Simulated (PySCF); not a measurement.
SMILES O[Si](O)(O)N[SiH](F)F (H5F2NO3Si2) (PBE0/def2-SVP optimised geometry):

```
13

Si    -1.401    -2.112    -1.448
F     -0.475    -3.429    -1.343
F     -2.331    -2.190    -0.114
N     -0.505    -0.669    -1.398
Si     0.263     0.018     0.000
O     -0.191     1.600     0.000
O      1.912     0.018     0.000
O     -0.204    -0.898     1.287
H     -2.246    -2.219    -2.651
H     -0.489    -0.109    -2.247
H      0.381     2.190     0.502
H      2.331    -0.796     0.293
H     -1.121    -1.197     1.304
```

Level of theory: PySCF 2.14.0 with PBE0/def2-TZVP.

**Question.** What are the frontier orbital energies and the dipole moment?

**Answer.** HOMO-2 -9.80 eV, HOMO-1 -9.34 eV, HOMO -8.62 eV, LUMO 0.41 eV, LUMO+1 0.90 eV; dipole moment 1.50 D.

On the same geometry PBE/def2-TZVP in PySCF gives HOMO-2 -8.05 eV, HOMO-1 -7.57 eV, HOMO -7.07 eV, LUMO -0.49 eV, LUMO+1 0.00 eV; dipole moment 1.41 D.

Meta-Löwdin charges at PBE0/def2-TZVP: Si1 1.38, F2 -0.50, F3 -0.51, N4 -0.84, Si5 1.53, O6 -0.76, O7 -0.76, O8 -0.77, H9 -0.12, H10 0.27, H11 0.36, H12 0.36, H13 0.36.
